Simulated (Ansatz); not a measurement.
Basis-set extrapolation for C12H22, SMILES `C1CCC(C2CCCCC2)CC1` (PBE0-D4/def2-TZVP geometry, frozen core, Ansatz 0.2.0). Multiplicity 1, RHF reference.

|  | def2-TZVPP | def2-QZVPP |
| --- | --- | --- |
| HF | -467.388343 | -467.409270 |
| MP2 correlation | -2.077706 | -2.204397 |
| CCSD(T) correlation | -2.278274 | not run |

Energies in hartree. Use E(X) = E(∞) + A·exp(−7.88·√X) for Hartree–Fock and E(X) = E(∞) + B·X^(−2.97) for correlation, with X = 3 and 4, and add CCSD(T) minus MP2 of the smaller set to the MP2 limit.

What is the CCSD(T) energy at the basis-set limit?

HF limit: -467.409270 + (-0.020927) × 0.13774 = -467.41215. MP2 limit: -2.204397 + (-0.126691) × 0.74074 = -2.29824. Higher-order term: -2.278274 − (-2.077706) = -0.20057. Total: -469.91096 hartree, 641.5 kJ/mol below CCSD(T)/def2-TZVPP.
